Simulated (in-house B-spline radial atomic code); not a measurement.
Ionisation energies along the 22-electron series, configuration [Ar] 3d4, as differences of self-consistent energies. NIST's values go from ground level to ground level; the uncertainty of those that are theory runs from under 0.1 % in few-electron ions to several per cent in heavy many-electron ones. Computed with a B-spline radial code for spherical atoms: non-relativistic Hartree-Fock, average of the configuration, point nuclei.

This level leaves out relativity, spin-orbit splitting included, which matters for heavy ions.

```
  ion  configuration after  ionisation energy (eV)  IE/(q+1)² (eV)  -ε less Coulomb ΔSCF (eV)  tabulated value (eV)  computed minus tabulated (eV)
   V+             [Ar] 3d3                    12.7          3.1683                     2.1225                14.634                           -2.0
 Cr2+             [Ar] 3d3                    28.9          3.2155                     2.0498                30.959                           -2.0
 Mn3+             [Ar] 3d3                       ?               ?                          ?                     ?                              ?
 Fe4+             [Ar] 3d3                    73.1           2.923                     2.0816                    75                           -1.9
 Co5+             [Ar] 3d3                   100.3          2.7873                     2.1099                   102                           -1.7
 Ni6+             [Ar] 3d3                       ?               ?                          ?                     ?                              ?
 Cu7+             [Ar] 3d3                       ?               ?                          ?                     ?                              ?
 Zn8+             [Ar] 3d3                   201.7          2.4903                     2.1829                   203                           -1.3
 Ga9+             [Ar] 3d3                   241.9          2.4187                     2.2023                   244                           -2.1
Ge10+             [Ar] 3d3                   285.2          2.3567                     2.2196                   286                           -0.8
As11+             [Ar] 3d3                   331.6          2.3026                     2.2352                   333                           -1.4
Se12+             [Ar] 3d3                   381.1           2.255                     2.2493                   383                           -1.9
Br13+             [Ar] 3d3                   433.7          2.2127                     2.2621                   436                           -2.3
Kr14+             [Ar] 3d3                   489.4           2.175                     2.2737                   492                           -2.6
Rb15+             [Ar] 3d3                   548.2          2.1412                     2.2844                   550                           -1.8
```

**Question.** Fill in the row of Mn3+.

**Answer.** ionisation energy (eV): 49.2; IE/(q+1)² (eV): 3.0756; -ε less Coulomb ΔSCF (eV): 2.0562; tabulated value (eV): 51.21; computed minus tabulated (eV): -2.0.

**Question.** Fill in the row of Ni6+.

**Answer.** ionisation energy (eV): 130.9; IE/(q+1)² (eV): 2.6717; -ε less Coulomb ΔSCF (eV): 2.1368; tabulated value (eV): 132; computed minus tabulated (eV): -1.1.

**Question.** Fill in the row of Cu7+.

**Answer.** ionisation energy (eV): 164.7; IE/(q+1)² (eV): 2.5737; -ε less Coulomb ΔSCF (eV): 2.1611; tabulated value (eV): 166; computed minus tabulated (eV): -1.3.

**Question.** How far is this level of theory from the measured and semi-empirical values?

**Answer.** Over those 6 rows the differences run from -2.02 to -1.28 eV (mean absolute value 1.8 eV). The calculation leaves out relativity, correlation and, in open shells, the multiplet splittings that an average leaves out.
